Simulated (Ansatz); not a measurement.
`[AlH2][BH][GeH3]` + `C=N` → `C=[N][GeH3]` + `[BH2][AlH2]` at 500 K and 1 bar (cleavage of the Ge–B bond).

Program: Ansatz. Geometries: PBE0-D4/def2-TZVP. ΔE: electronic, gas phase. CBS: MP2 limit from def2 TZ/QZ plus the TZ coupled-cluster correction, frozen cores. This one scheme is used for every species. For Ge outer-core shells are correlated without core-valence functions, which leaves a few kJ/mol of doubt a bond. Scalar relativity is left out up to krypton.

```json
{"species": "`[AlH2][BH][GeH3]`", "CCSD(T)/CBS energy (Eh)": "-2346.45558", "H − E (kJ/mol)": "170.3", "S (J/(mol·K))": "413.7"}
{"species": "`C=N`", "CCSD(T)/CBS energy (Eh)": "-94.52360", "H − E (kJ/mol)": "124.2", "S (J/(mol·K))": "249.5"}
{"species": "`C=[N][GeH3]`", "CCSD(T)/CBS energy (Eh)": "-2171.83462", "H − E (kJ/mol)": "173.7", "S (J/(mol·K))": "340.6"}
{"species": "`[BH2][AlH2]`", "CCSD(T)/CBS energy (Eh)": "-269.14094", "H − E (kJ/mol)": "113.4", "S (J/(mol·K))": "300.6"}
```

H − E and S are ideal-gas, rigid-rotor, harmonic terms from PBE0-D4/def2-TZVP, for one conformer and one mirror image of each species. 1 Eh = 2625.50 kJ/mol, R = 8.31446 J/(mol·K).

Problem. By hand: ΔE, ΔH, ΔS and ΔG.

Solution. ΔE = (-2171.83462) + (-269.14094) − (-2346.45558) − (-94.52360) = 0.00362 Eh = 9.5 kJ/mol. Δ(H − E) = 173.7 + 113.4 − 170.3 − 124.2 = -7.4, so ΔH = 2.1 kJ/mol. ΔS = 340.6 + 300.6 − 413.7 − 249.5 = -22.0 J/(mol·K). ΔG = 2.1 − 500 × (-22.0)/1000 = 13.1 kJ/mol.

Problem. By hand: the equilibrium constant, and the temperature at which ΔG would vanish if ΔH and ΔS stayed fixed.

Solution. log₁₀ K = −ΔG/(RT ln 10) = -1.4. ΔH and −TΔS have one sign here, so there is no such temperature. One of them is within its doubt of zero, so this could turn.

TΔS isn't small against ΔH here. A doubt of 5 kJ/mol in ΔE shifts log₁₀ K by 0.5 here. Other conformers and mirror images would add mixing entropy, several J/(mol·K) or more a flexible species. Modes under 60 cm⁻¹, often nearly free rotors, make the harmonic entropy too high. These are equilibria of isolated gas molecules and say nothing of rates. Largest T1 diagnostic: 0.013 (customary marks: 0.02 for closed shells, 0.045 for open ones).
